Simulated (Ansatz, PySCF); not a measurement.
Process, species as SMILES: [Br][Al]([Br])[Br] → [Br][Al][Br] + Br atom (the Al-Br bond at the site shown breaks; other sites are not compared here)
Each molecule is optimised on its own at B3LYP-D3(BJ)/def2-TZVP (Ansatz, a quantum-chemistry and plane-wave program). Frequencies are from Ansatz or PySCF. A spin state is the lowest found, not a proven ground state.

Property: bond dissociation energy (0 K, with B3LYP-D3(BJ) harmonic zero-point energies), in kcal/mol. Correlated levels leave the core frozen unless marked. Open shells are spin-unrestricted. No spin-orbit coupling. The frozen core is the preceding noble-gas configuration, with the filled d and f shells of earlier blocks. No relativistic terms. CBS marks a two-point X^-3 extrapolation of the correlation energy; Hartree-Fock from the larger set. [CCSD(T)-MP2]/basis is that difference in the basis named.

| level | program | bond dissociation energy (kcal/mol) |
|---|---|---|
| r2SCAN/def2-TZVPD | Ansatz | 99.1 |
| r2SCANh-D4/def2-TZVPD | Ansatz + dftd4 | 99.1 |
| LC-wPBE/def2-TZVPD | Ansatz | [?] |
| B2GP-PLYP-D4/def2-TZVPD | Ansatz + dftd4 | [?] |
| SCS-MP2/def2-TZVPP | Ansatz | 99.8 |
| CCSD/STO-3G | Ansatz | 109.6 |
| CCSD/6-31G* | Ansatz | [?] |
| RI-MP2/CBS(def2-TZVPPD,def2-QZVPPD)+[CCSD(T)-MP2]/def2-TZVPPD | Ansatz | 102.1 |

Q: Fill in the missing entries.

A: 
- LC-wPBE/def2-TZVPD, bond dissociation energy (kcal/mol): 96.8
- B2GP-PLYP-D4/def2-TZVPD, bond dissociation energy (kcal/mol): 98.7
- CCSD/6-31G*, bond dissociation energy (kcal/mol): 91.1
